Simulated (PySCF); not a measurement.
# Worked example: entropy of an ideal gas

FH₂NO₂W, SMILES [NH2][W](=[O])(=[O])[F], multiplicity 1.

Geometry: PBE0-D3(BJ)/def2-SVP. The spin state was assumed, not searched. The structure was generated by enumeration; whether it is a known compound was not checked. The def2 effective core potentials stand for the cores of W; spin–orbit coupling is left out. One conformer was computed; it need not be the lowest.

PBE0-D3(BJ)/def2-SVP run with PySCF 2.14.0 gives the harmonic wavenumbers 192, 209, 228, 247, 333, 371, 529, 679, 699, 737, 1020, 1058, 1516, 3580, 3681 cm⁻¹ and the rotational temperatures 0.1811, 0.1565, 0.1497 K. The molar mass is 250.86 g/mol, the symmetry number 1, the spin multiplicity 1.

Work out the entropy at 298.15 K and 1 atm in the rigid-rotor, harmonic-oscillator model.


Translation (Sackur–Tetrode at 1 atm): S = R[1.5 ln M + 2.5 ln T − 1.16487] = 177.7 J/(mol K).
Rotation: q = (√π/σ) T^1.5/√(θA θB θC) = 140000, S = R[ln q + 3/2] = 111.0 J/(mol K).
Vibration: with u = 1.4388 ν/T, each mode gives R[u/(e^u − 1) − ln(1 − e^−u)]:
```json
[
 {"ν (cm⁻¹)": "192", "modes": "1", "u": "0.93", "S (J/(mol K))": "9.24"},
 {"ν (cm⁻¹)": "209", "modes": "1", "u": "1.01", "S (J/(mol K))": "8.59"},
 {"ν (cm⁻¹)": "228", "modes": "1", "u": "1.10", "S (J/(mol K))": "7.93"},
 {"ν (cm⁻¹)": "247", "modes": "1", "u": "1.19", "S (J/(mol K))": "7.33"},
 {"ν (cm⁻¹)": "333", "modes": "1", "u": "1.61", "S (J/(mol K))": "5.21"},
 {"ν (cm⁻¹)": "371", "modes": "1", "u": "1.79", "S (J/(mol K))": "4.50"},
 {"ν (cm⁻¹)": "529", "modes": "1", "u": "2.55", "S (J/(mol K))": "2.47"},
 {"ν (cm⁻¹)": "679", "modes": "1", "u": "3.28", "S (J/(mol K))": "1.39"},
 {"ν (cm⁻¹)": "699", "modes": "1", "u": "3.37", "S (J/(mol K))": "1.29"},
 {"ν (cm⁻¹)": "737", "modes": "1", "u": "3.56", "S (J/(mol K))": "1.11"},
 {"ν (cm⁻¹)": "1020", "modes": "1", "u": "4.92", "S (J/(mol K))": "0.36"},
 {"ν (cm⁻¹)": "1058", "modes": "1", "u": "5.11", "S (J/(mol K))": "0.31"},
 {"ν (cm⁻¹)": "1516", "modes": "1", "u": "7.32", "S (J/(mol K))": "0.05"}
]
```
The stiffer modes add less than 0.005 each. Sum 49.8 J/(mol K).
Spin: R ln 1 = 0.0 J/(mol K).
Total 338.4 J/(mol K); the program's own thermochemistry gives 338.4. Translation makes up 52 % and vibration 15 %. Anharmonicity, hindered rotation and orbital degeneracy are left out.
